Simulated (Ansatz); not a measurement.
Program: Ansatz. Geometries: PBE0-D4/def2-TZVP. ΔE: electronic, gas phase. CCSD(T)/CBS is the MP2 limit (def2-TZVPP, def2-QZVPP) plus CCSD(T) − MP2 in def2-TZVPP, frozen cores. For Se outer-core shells are correlated without core-valence functions, which leaves a few kJ/mol of doubt a bond. Scalar relativity is left out up to krypton. Each species was taken in one conformer, which may not be the lowest.

Reaction (redistribution): `FB([SiH3])[SeH]` + `O=C[SiH2]CS` → `O=CB(F)[SiH3]` + `SC[SiH2][SeH]`

```
          species  CCSD(T)/CBS(def2) energy (Eh)
`FB([SiH3])[SeH]`                    -2816.83682
    `O=C[SiH2]CS`                     -841.71312
  `O=CB(F)[SiH3]`                     -529.29997
  `SC[SiH2][SeH]`                    -3129.24581
```

Question: Work out ΔE.

Answer: ΔE = (-529.29997) + (-3129.24581) − (-2816.83682) − (-841.71312) = 0.00416 Eh = +10.9 kJ/mol.

Largest T1 diagnostic among the species: 0.015.

In def2-TZVPP, CCSD(T) changes the Hartree–Fock value by +16.5 kJ/mol (the triples alone add +3.8 kJ/mol) and MP2 by +16.5 kJ/mol. From PBE to PBE0 (25 % exact exchange), in def2-TZVPP and without D4, ΔE moves by −7.6 kJ/mol.
